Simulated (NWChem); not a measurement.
MgSiNH$_{5}$; SMILES [SiH3][Mg][NH2]

```xyz
8

Mg     0.0001    -0.7176     0.0009
N      0.0001    -2.6109    -0.0006
H      0.8149    -3.2186    -0.0002
H     -0.8147    -3.2188    -0.0004
Si     0.0002     1.8571     0.0000
H     -1.3348     2.4377    -0.3743
H      0.9871     2.4413    -0.9714
H      0.3428     2.4465     1.3393
```
Atoms are numbered in this order, from 1.

Results from NWChem. The geometry was optimised at PBE0/def2-SVP. B3LYP is NWChem's, with the RPA form of VWN correlation. Vertical excitations in the gas phase; the lowest state need not have the same character in each row.

| level | lowest excitation, singlet (eV) | lowest state with f > 0.02, singlet (eV) | orbital gap (eV) |
|---|---|---|---|
| PBE/def2-SVPD, TDA | 3.65 | 3.71 | 3.59 |
| B3LYP/def2-SVPD, TDA | 4.15 | 4.15 | 5.10 |
| PBE0/def2-SVPD, TDA | 4.32 | 4.32 | 5.58 |
